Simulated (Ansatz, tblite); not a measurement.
Cost and result up the ladder for (NaSH)2 ring (Na2H2S2) (6 atoms). Charge 0, multiplicity 1. Geometry: PBE0-D4/def2-SVP.

Cartesian coordinates in Å:
```
Na 1.351 -0.858 0.080
S 0.814 1.407 1.356
Na -1.350 0.861 -0.082
S -0.814 -1.406 -1.355
H 0.406 0.875 2.531
H -0.407 -0.878 -2.530
```

Ansatz on 4 threads of Arm Neoverse V1 on a shared host; xTB runs through tblite on one thread. Times are rough, summed over both states, and most runs start from the orbitals of an earlier one. PBE0-D4/def2-TZVP serves as the yardstick here, not as an exact answer. The other state is a doublet.

The xTB rows come from tblite.

Raw xTB energies of ions are shifted by several eV.

```json
{"level": "GFN2-xTB", "functions": "28", "wall time": "0.007 s", "vertical IE (eV)": "12.11", "difference from PBE0-D4/def2-TZVP (eV)": "4.27"}
{"level": "GFN1-xTB", "functions": "30", "wall time": "0.008 s", "vertical IE (eV)": "11.42", "difference from PBE0-D4/def2-TZVP (eV)": "3.58"}
{"level": "PBE-D4/def2-TZVP", "functions": "150", "wall time": "3.8 s", "vertical IE (eV)": "7.58", "difference from PBE0-D4/def2-TZVP (eV)": "-0.26"}
{"level": "PBE0-D4/def2-TZVP", "functions": "150", "wall time": "8.5 s", "vertical IE (eV)": "7.84", "difference from PBE0-D4/def2-TZVP (eV)": "0.00"}
{"level": "r2SCAN-D4/def2-TZVP (with forces)", "functions": "150", "wall time": "9.6 s", "vertical IE (eV)": "7.66", "difference from PBE0-D4/def2-TZVP (eV)": "-0.17"}
```
